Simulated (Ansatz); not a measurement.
`C[SiH](O)S` + H₂ → `C[SiH2]O` + H₂S at 400 K and 1 bar (hydrogenolysis of the Si–S bond).

Program: Ansatz. Geometries: PBE0-D4/def2-TZVP. ΔE: electronic, gas phase. CCSD(T)/CBS adds triple-zeta CCSD(T) − MP2 to the extrapolated MP2 energy (def2 sets, frozen cores). This one scheme is used for every species. One conformer a species, not always the lowest.

| species | CCSD(T)/CBS energy (Eh) | H − E (kJ/mol) | S (J/(mol·K)) |
| --- | --- | --- | --- |
| `C[SiH](O)S` | -803.78841 | 215.6 | 370.3 |
| H₂ | -1.17544 | 38.0 | 139.0 |
| `C[SiH2]O` | -405.96945 | 203.1 | 323.7 |
| H₂S | -398.97279 | 53.4 | 215.9 |

H − E and S are ideal-gas, rigid-rotor, harmonic terms from PBE0-D4/def2-TZVP, for one conformer and one mirror image of each species. The MP2-based limit puts H₂ 0.8 mEh under its directly extrapolated value; such offsets cancel only in part. 1 Eh = 2625.50 kJ/mol, R = 8.31446 J/(mol·K).

Question: By hand: ΔE, ΔH, ΔS and ΔG.

Answer: ΔE = (-405.96945) + (-398.97279) − (-803.78841) − (-1.17544) = 0.02161 Eh = 56.7 kJ/mol. Δ(H − E) = 203.1 + 53.4 − 215.6 − 38.0 = 2.9, so ΔH = 59.6 kJ/mol. ΔS = 323.7 + 215.9 − 370.3 − 139.0 = 30.3 J/(mol·K). ΔG = 59.6 − 400 × (30.3)/1000 = 47.5 kJ/mol.

Question: By hand: the equilibrium constant, and the temperature at which ΔG would vanish if ΔH and ΔS stayed fixed.

Answer: log₁₀ K = −ΔG/(RT ln 10) = -6.2. ΔG = 0 at ΔH/ΔS = 1967 K.

ΔH outweighs TΔS. A doubt of 5 kJ/mol in ΔE shifts log₁₀ K by 0.7 here. Other conformers and mirror images would add mixing entropy, several J/(mol·K) or more a flexible species. These are equilibria of isolated gas molecules and say nothing of rates. Largest T1 diagnostic: 0.011 (customary marks: 0.02 for closed shells, 0.045 for open ones).
